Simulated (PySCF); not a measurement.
Pb(F)(SiH3) (FH₃PbSi), SMILES [F][Pb][SiH3] (connectivity only; charge and spin as stated), neutral, multiplicity 1.

Coordinates come from a PBE-D3(BJ)/def2-SVP optimisation. The def2 effective core potentials stand for the cores of Pb; spin–orbit coupling is left out.

Computed with r2SCAN/def2-TZVPD (PySCF).

Gas-phase values at a fixed geometry.

Problem. Estimate the frontier levels, gap, dipole moment and polarisability. (Estimate from the structure and the level; the computed values follow.)

Solution. 
The highest occupied level is -5.78 eV and the lowest empty level is -3.68 eV. The orbital gap is 2.10 eV and the dipole moment comes out as 3.86 D. The quadrupole, principal values (traceless, Buckingham form, about the centre of nuclear charge) is -8.31, -1.41, 9.73 D·Å and the mean static polarisability is 83.5 bohr³ (12.37 Å³). The polarisability, principal values is 59.7, 71.1, 119.6 bohr³.
